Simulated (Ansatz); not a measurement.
`[SiH3]OB(Cl)Br` + HCl → `ClB(Cl)Br` + silanol at 400 K and 1 bar (ligand exchange at a B–O bond).

Computed with Ansatz on PBE0-D4/def2-TZVP structures; ΔE is electronic, products minus reactants. CCSD(T)/CBS is the MP2 limit (def2-TZVPP, def2-QZVPP) plus CCSD(T) − MP2 in def2-TZVPP, frozen cores. This one scheme is used for every species. For Br outer-core shells are correlated without core-valence functions, which leaves a few kJ/mol of doubt a bond. Scalar relativity is left out up to krypton. One conformer a species, not always the lowest.

```json
{"species": "`[SiH3]OB(Cl)Br`", "CCSD(T)/CBS energy (Eh)": "-3424.11513", "H − E (kJ/mol)": "127.5", "S (J/(mol·K))": "398.9"}
{"species": "HCl", "CCSD(T)/CBS energy (Eh)": "-460.38127", "H − E (kJ/mol)": "29.6", "S (J/(mol·K))": "195.4"}
{"species": "`ClB(Cl)Br`", "CCSD(T)/CBS energy (Eh)": "-3517.78256", "H − E (kJ/mol)": "40.2", "S (J/(mol·K))": "330.0"}
{"species": "`O[SiH3]`", "CCSD(T)/CBS energy (Eh)": "-366.69042", "H − E (kJ/mol)": "120.0", "S (J/(mol·K))": "276.4"}
```

H − E and S are ideal-gas, rigid-rotor, harmonic terms from PBE0-D4/def2-TZVP, for one conformer and one mirror image of each species. 1 Eh = 2625.50 kJ/mol, R = 8.31446 J/(mol·K).

Q: By hand: ΔE, ΔH, ΔS and ΔG.

A: ΔE = (-3517.78256) + (-366.69042) − (-3424.11513) − (-460.38127) = 0.02342 Eh = 61.5 kJ/mol. Δ(H − E) = 40.2 + 120.0 − 127.5 − 29.6 = 3.1, so ΔH = 64.6 kJ/mol. ΔS = 330.0 + 276.4 − 398.9 − 195.4 = 12.1 J/(mol·K). ΔG = 64.6 − 400 × (12.1)/1000 = 59.8 kJ/mol.

Q: By hand: the equilibrium constant, and the temperature at which ΔG would vanish if ΔH and ΔS stayed fixed.

A: log₁₀ K = −ΔG/(RT ln 10) = -7.8. ΔG = 0 at ΔH/ΔS = 5339 K, far beyond where these terms or the molecules hold.

The number of gas molecules stays the same, so ΔS is small and ΔH decides. A doubt of 5 kJ/mol in ΔE shifts log₁₀ K by 0.7 here. Other conformers and mirror images would add mixing entropy, several J/(mol·K) or more a flexible species. These are equilibria of isolated gas molecules and say nothing of rates. Largest T1 diagnostic: 0.011 (customary marks: 0.02 for closed shells, 0.045 for open ones).
